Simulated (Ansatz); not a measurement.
Job for Ansatz (a quantum-chemistry and plane-wave program): R-CCSD(T)/aug-cc-pVTZ on GeH4 (SMILES [GeH4]). The run froze 14 orbitals, filled d shells among them.

Ansatz 0.2 input:
```yaml
crystal:
  periodic: [false, false, false]
  atoms:
    - {symbol: Ge, position_ang: [0.11914678, 0.00495086, 4.72598654]}
    - {symbol: H, position_ang: [-0.53212936, 1.23971003, 4.08740827]}
    - {symbol: H, position_ang: [-0.79598692, -0.57265271, 5.81214177]}
    - {symbol: H, position_ang: [1.48405198, 0.37636238, 5.31791873]}
    - {symbol: H, position_ang: [0.32570026, -1.06181283, 3.63213835]}
basis:
  gaussian:
    orbitals: aug-cc-pVTZ
magnetization: {spin_polarized: false}
correlation: {method: ccsd_t, electrons: outside_noble_gas}
scf: {lower_state_search: off}
```

### Question
Predict the final total energy.

### Answer
-2077.8913 hartree (reference determinant -2077.7181, T1 diagnostic 0.010).

### Question
How many basis functions does it have, and what does it roughly cost on one machine?

### Answer
151 functions; very roughly 16 core-seconds.
